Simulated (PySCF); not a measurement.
CH₉ClOSi₃, SMILES CO[Si@H]([SiH3])[SiH2]Cl.

Coordinates come from a B3LYP-D3(BJ)/def2-SVP optimisation. The structure was generated by enumeration; whether it is a known compound was not checked. The values are those of a single conformer.

These are TDA-PBE/def2-SVPD (PySCF 2.14.0) values and carry that method's errors.

Vertical excitations. Gas-phase values at a fixed geometry.

Task: Give excitation energies, oscillator strengths and character. (The exact figures need the calculation; the answer reports its results.)

Result: 
| state | energy (eV) | λ (nm) | f | main pairs |
|---|---|---|---|---|
| S1 | 4.46 | 278 | 0.009 | HOMO→LUMO 98 % |
| S2 | 5.26 | 236 | 0.011 | HOMO−1→LUMO 94 % |
| S3 | 5.38 | 230 | 0.029 | HOMO→LUMO+1 92 % |
| S4 | 5.73 | 216 | 0.002 | HOMO−2→LUMO 98 % |
| S5 | 5.76 | 215 | 0.030 | HOMO→LUMO+2 67 %, HOMO−3→LUMO 25 % |
| S6 | 5.87 | 211 | 0.008 | HOMO−3→LUMO 61 %, HOMO→LUMO+3 18 %, HOMO→LUMO+2 13 % |
| T1 | 4.05 | 306 | 0 | HOMO→LUMO 99 % |
| T2 | 4.89 | 254 | 0 | HOMO→LUMO+1 95 % |
Triplets are in the Tamm–Dancoff approximation.
